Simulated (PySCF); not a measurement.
Isomers of C9H11N, mass 133.089 u with the commonest isotopes. Computed with PBE0-D3(BJ)/def2-SVP geometry optimisation, gas phase in PySCF. One conformer each, none proved a minimum here; rigid rotors.

**Question.** Order these by radius of gyration √(Σ m r²/M), largest first.
A. `[CH2:1]=[C:2]([CH3:3])[c:4]1[cH:5][cH:6][c:7]([NH2:8])[cH:9][cH:10]1` with C1–C2–C4–C5 159°
B. `[CH2:1]=[CH:2][c:3]1[cH:4][cH:5][cH:6][cH:7][c:8]1[CH2:9][NH2:10]` with C1–C2–C3–C4 -32°, C7–C8–C9–N10 109°, C8–C9–N10–H 62° and -54°
C. `[CH3:1][C@@H:2]([C:3]#[N:4])[C@:5]12[CH2:6][C@@H:7]3[C@H:8]([CH2:9]1)[C@H:10]23` with C1–C2–C5–C6 -55°
D. `[N:1]#[C:2][C:3]1=[C:4]=[CH:5][CH2:6][CH2:7][CH2:8][CH2:9][CH2:10]1` with C4–C5–C6–C7 -74°, C5–C6–C7–C8 61°, C6–C7–C8–C9 -79°, C7–C8–C9–C10 114°
E. `[CH2:1]=[CH:2][C@@H:3]([CH3:4])[c:5]1[cH:6][cH:7][n:8][cH:9][cH:10]1` with C1–C2–C3–C4 117°, C2–C3–C5–C6 -67°

**Answer.** A (2.415 Å), E (2.333 Å), D (2.299 Å), B (2.226 Å), C (2.124 Å).

**Question.** Order these by rotational constant C, smallest first.
A. `[CH2:1]=[C:2]([CH3:3])[c:4]1[cH:5][cH:6][c:7]([NH2:8])[cH:9][cH:10]1` with C1–C2–C4–C5 159°
B. `[CH3:1][C@@H:2]([C:3]#[N:4])[C@:5]12[CH2:6][C@@H:7]3[C@H:8]([CH2:9]1)[C@H:10]23` with C1–C2–C5–C6 -55°
C. `[cH:1]1[cH:2][cH:3][c:4]2[c:5]([cH:6]1)[CH2:7][CH2:8][CH2:9][NH:10]2` with C4–C5–C7–C8 -22°, C5–C7–C8–C9 49°, C7–C8–C9–N10 -58°, C8–C9–N10–C4 42°
D. `[CH2:1]=[CH:2][C@@H:3]([CH3:4])[c:5]1[cH:6][cH:7][n:8][cH:9][cH:10]1` with C1–C2–C3–C4 117°, C2–C3–C5–C6 -67°

**Answer.** A (655.8 MHz), D (781.9 MHz), C (846.3 MHz), B (942.4 MHz).

**Question.** Order these by rotational constant B, smallest first.
A. `[CH2:1]=[CH:2][C@@H:3]([CH3:4])[c:5]1[cH:6][cH:7][n:8][cH:9][cH:10]1` with C1–C2–C3–C4 117°, C2–C3–C5–C6 -67°
B. `[CH2:1]=[C:2]([CH3:3])[c:4]1[cH:5][cH:6][c:7]([NH2:8])[cH:9][cH:10]1` with C1–C2–C4–C5 159°
C. `[CH2:1]=[CH:2][c:3]1[cH:4][cH:5][cH:6][cH:7][c:8]1[CH2:9][NH2:10]` with C1–C2–C3–C4 -32°, C7–C8–C9–N10 109°, C8–C9–N10–H 62° and -54°
D. `[cH:1]1[cH:2][cH:3][c:4]2[c:5]([cH:6]1)[CH2:7][CH2:8][CH2:9][NH:10]2` with C4–C5–C7–C8 -22°, C5–C7–C8–C9 49°, C7–C8–C9–N10 -58°, C8–C9–N10–C4 42°
E. `[CH3:1][C@@H:2]([C:3]#[N:4])[C@:5]12[CH2:6][C@@H:7]3[C@H:8]([CH2:9]1)[C@H:10]23` with C1–C2–C5–C6 -55°
F. `[N:1]#[C:2][C:3]1=[C:4]=[CH:5][CH2:6][CH2:7][CH2:8][CH2:9][CH2:10]1` with C4–C5–C6–C7 -74°, C5–C6–C7–C8 61°, C6–C7–C8–C9 -79°, C7–C8–C9–C10 114°

**Answer.** B (789.0 MHz), A (830.5 MHz), F (957.0 MHz), E (1078 MHz), D (1155 MHz), C (1326 MHz).

```csv
SMILES,point group,Ia (u·Å²),Ib (u·Å²),Ic (u·Å²),κ,μa (D),μb (D),μc (D)
C[C@@H](C#N)[C@]12C[C@@H]3[C@H](C1)[C@@H]32,C1,196.00,468.92,536.24,-0.83,2.89,2.64,1.32
c1ccc2c(c1)CCCN2,C1,176.69,437.68,597.19,-0.69,1.82,0.72,0.44
C=C[C@@H](C)c1ccncc1,C1,193.58,608.55,646.34,-0.95,2.45,0.38,0.55
C=C(C)c1ccc(N)cc1,–,141.90,640.50,770.58,-0.91,2.18,0.33,0.76
N#CC1=C=CCCCCC1,C1,220.73,528.07,658.60,-0.75,4.99,1.08,0.99
C=Cc1ccccc1CN,C1,298.70,381.05,638.65,0.19,0.75,0.80,0.40
```
